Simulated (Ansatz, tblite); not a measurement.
Spin states of Ca2Si2⁺ (the lowest doublet isomer of a short search), each relaxed with r2SCAN-D4/def2-TZVP in Ansatz. Electronic energies in the gas phase.

The xTB rows come from tblite. Correlated methods freeze 20 core orbitals; core or outer-core shells of Ca are correlated, in sets that lack core-valence functions. In CCSD on the charge 1 quartet the largest single amplitude is 0.40, so its Hartree–Fock determinant may place the open shell otherwise than the density functionals do. The structure comes from a short search, and lower isomers may exist.

Doublet geometry (D2h within 0.1 Å):

```xyz
4

Ca   -1.8383   -1.6218   -0.5046
Ca    1.8261    1.6384    0.4949
Si    0.4790   -0.2375   -0.9817
Si   -0.4668    0.2208    0.9913
```

Quartet geometry (D2h within 0.1 Å):

```xyz
4

Ca    1.6208    0.7595   -2.0211
Ca   -1.6190   -0.7639    2.0208
Si   -0.7840   -0.2600   -0.7264
Si    0.7822    0.2644    0.7267
```

⟨S²⟩: doublet 0.76 at PBE0-D4/def2-TZVP (pure 0.75), quartet 3.77 at PBE0-D4/def2-TZVP (pure 3.75).

Run but left out: HF/6-31G, HF/def2-TZVP, HF/def2-TZVPP (quartet: a determinant that CCSD turns far, T1 0.068); MP2/def2-TZVP, MP2/def2-TZVPP (quartet: ⟨S²⟩ 3.94, where a pure state has 3.75).

Only these spin states were relaxed.

```csv
level,quartet − doublet (kcal/mol),lowest of these
GFN1-xTB,26.8,doublet
r2SCAN-D4/def2-TZVP,31.7,doublet
PBE0-D4/def2-TZVP,30.5,doublet
r2SCAN0-D4/def2-TZVP,30.4,doublet
```

Estimate the rows for GFN2-xTB, BLYP-D4/def2-TZVP, RPA@PBE/def2-TZVP, CCSD/def2-TZVPP.


| level | quartet − doublet (kcal/mol) | lowest of these | remarks |
| --- | --- | --- | --- |
| GFN2-xTB | 26.2 | doublet | – |
| BLYP-D4/def2-TZVP | 27.6 | doublet | – |
| RPA@PBE/def2-TZVP | 15.9 | doublet | – |
| CCSD/def2-TZVPP | 25.0 | doublet | large T1 (0.068) (quartet), spin-contaminated (⟨S²⟩ 0.84) (doublet), spin-contaminated (⟨S²⟩ 3.94) (quartet) |

The xTB methods have no spin-polarisation term.
